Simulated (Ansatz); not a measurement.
C2H7BFNSe, singlet, at a GFN2-xTB geometry; SC-NEVPT2/STO-3G, CASSCF(4,5) in Ansatz (a quantum-chemistry and plane-wave program).

Input for Ansatz:
Ansatz 0.2 input:
```yaml
crystal:
  periodic: [false, false, false]
  atoms:
    - {symbol: B, position_ang: [0.33902580, -0.39927851, -0.25686744]}
    - {symbol: F, position_ang: [1.17555721, -0.86809381, -1.18657160]}
    - {symbol: N, position_ang: [-0.04539658, -1.24147907, 0.77641091]}
    - {symbol: C, position_ang: [-0.93512443, -0.92792162, 1.87128381]}
    - {symbol: C, position_ang: [0.44421681, -2.60673250, 0.85733838]}
    - {symbol: H, position_ang: [-1.79675558, -1.60144810, 1.85982264]}
    - {symbol: H, position_ang: [-0.41384200, -1.04827712, 2.82520031]}
    - {symbol: H, position_ang: [-1.29279973, 0.09750488, 1.79607784]}
    - {symbol: H, position_ang: [0.98893335, -2.75269433, 1.79371684]}
    - {symbol: H, position_ang: [-0.39513193, -3.30632600, 0.82753520]}
    - {symbol: H, position_ang: [1.10875360, -2.81383385, 0.02405362]}
    - {symbol: Se, position_ang: [-0.18114807, 1.45495313, -0.57420608]}
    - {symbol: H, position_ang: [-1.05204535, 1.66418310, 0.55347252]}
basis:
  gaussian:
    orbitals: STO-3G
magnetization: {spin_polarized: false}
correlation: {method: sc_nevpt2, electrons: all, active_space: {window: {electrons: 4, orbitals: 5}}}
```

Question: Write the output that Ansatz gives for this input, abridged.

Answer: 
```
Functional definition: HF
630 factors; integrals over basis functions are off by at most 8.4e-5 eV
mean field evaluation 1: about -71528.3589 eV, gradient 2.6e1 eV
mean field evaluation 2: about -71528.6213 eV, gradient 2.6e1 eV
mean field evaluation 4: about -71531.2683 eV, gradient 1.5e0 eV
mean field evaluation 8: about -71531.2777 eV, gradient 4.5e-4 eV
mean field -71531.27768675 eV, -2628.7259693466 hartree, gradient 1.6e-6 eV, S^2 0.000000; 0 other end points of the search recorded, 0 dependent functions left out
reference -71531.27768675 eV, -2628.7259693466 hartree; 37, 37 occupied and 13, 13 virtual orbitals, 630 factors
state -71532.10161486 eV, -2628.7562481462 hartree
state -71532.10161486 eV, -2628.7562481462 hartree; corrected -71537.64081394 eV, -2628.9598099578 hartree
Total energy: -71537.64081394 eV, -2628.9598099578 hartree
```
